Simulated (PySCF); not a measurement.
Species: C5H6F3NO.
Structure used (PBE0-D3(BJ)/def2-SVP), in Å, numbered top down from 1:
```
atom  x, y, z in Å
F1    -3.157   -0.733   -1.567
C2    -2.036    0.043   -1.381
C3    -2.068    0.680   -0.036
C4    -1.021    0.742    0.800
N5     0.207    0.177    0.488
C6     1.188    0.361    1.262
O7     2.397   -0.182    1.053
C8     2.546   -1.016   -0.042
F9     3.650   -1.720    0.179
F10    2.723   -0.284   -1.144
H11   -1.133   -0.576   -1.496
H12   -2.027    0.818   -2.170
H13   -3.012    1.145    0.263
H14   -1.127    1.259    1.767
H15    1.191    0.967    2.183
H16    1.674   -1.674   -0.174
```

Method used: PBE0-D3(BJ)/def2-SVP geometry optimisation, gas phase in PySCF.

Masses are those of the commonest isotopes; rigid-rotor values at the optimised geometry. The values belong to one conformer with, in the numbering `[F:1][CH2:2]/[CH:3]=[CH:4]\[N:5]=[CH:6]\[O:7][CH:8]([F:9])[F:10]`, F1–C2–C3–C4 135°, C3–C4–N5–C6 174°, N5–C6–O7–C8 -2°, C6–O7–C8–F9 -162°.

Task: Give the principal moments of inertia and the rotational constants in cm⁻¹.

Result: Ia = 199.61, Ib = 946.07, Ic = 1072.53 u·Å²; 505379 MHz·u·Å²/I gives 2532, 534.2 and 471.2 MHz, that is A = 0.08445, B = 0.01782, C = 0.01572 cm⁻¹.

Task: What kind of rotor is it?

Result: A near-prolate asymmetric top. Ray's parameter κ = (2B − A − C)/(A − C) = -0.939; −1 is the prolate and +1 the oblate limit.

Task: Is it planar, by Δ = Ic − Ia − Ib?

Result: Not planar: Δ = Ic − Ia − Ib = -73.15 u·Å². For a rigid frame Δ = −2 Σ m c², so Σ m c² = 36.57 u·Å² lies off the ab plane: 2.70 from hydrogen and 33.87 from heavier atoms. The atom farthest from that plane is 1.36 Å away.

Task: Give the other two planar moments, Paa and Pbb, and the rms extents of the mass along the axes.

Result: Paa = Σ m a² = (Ib + Ic − Ia)/2 = 909.50 and Pbb = Σ m b² = (Ia + Ic − Ib)/2 = 163.04 u·Å². With the mass M = 153.04 u, the rms extents √(P/M) along a, b and c are 2.44, 1.03, 0.49 Å.

Task: List the rotational levels J(Ka,Kc) to J = 3 (K).

Result: Above 0(0,0), as E/k:
J = 1: 1(0,1) 0.048, 1(1,1) 0.144, 1(1,0) 0.147
J = 2: 2(0,2) 0.145, 2(1,2) 0.238, 2(1,1) 0.247, 2(2,1) 0.534, 2(2,0) 0.534
J = 3: 3(0,3) 0.289, 3(1,3) 0.378, 3(1,2) 0.396, 3(2,2) 0.679, 3(2,1) 0.679, 3(3,1) 1.166, 3(3,0) 1.166

Task: Which lines would a microwave search look for?

Result: The dipole components are |μa| = 0.04 D, |μb| = 2.29 D, |μc| = 0.21 D. The squared components, which scale the intensities, stand as 0.00 : 1.00 : 0.01 (a : b : c). Some lines, for components of 0.1 D or more:

```tsv
type	branch	J(Ka,Kc)	MHz	lower level (cm⁻¹)
c	Q	2(1,2) ← 2(0,2)	1936	0.101
c	Q	1(1,1) ← 1(0,1)	1998	0.034
b	Q	1(1,0) ← 1(0,1)	2061	0.034
b	Q	2(1,1) ← 2(0,2)	2125	0.101
b	R	1(1,1) ← 0(0,0)	3003	0.000
b	R	2(1,2) ← 1(0,1)	3945	0.034
c	Q	2(2,1) ← 2(1,1)	5993	0.171
b	Q	2(2,1) ← 2(1,2)	6182	0.165
b	R	2(2,1) ← 1(1,0)	8067	0.102
c	R	2(2,0) ← 1(1,0)	8068	0.102
c	R	2(2,1) ← 1(1,1)	8130	0.100
b	R	2(2,0) ← 1(1,1)	8131	0.100
```

Not checked by PBE0-D3(BJ)/def2-SVP frequencies. Zero-point vibration and centrifugal distortion are left out. Quadrupole hyperfine structure (14N) is left out.

Rough CPU time on one thread of a shared machine: about 3 min. This is the geometry optimisation.
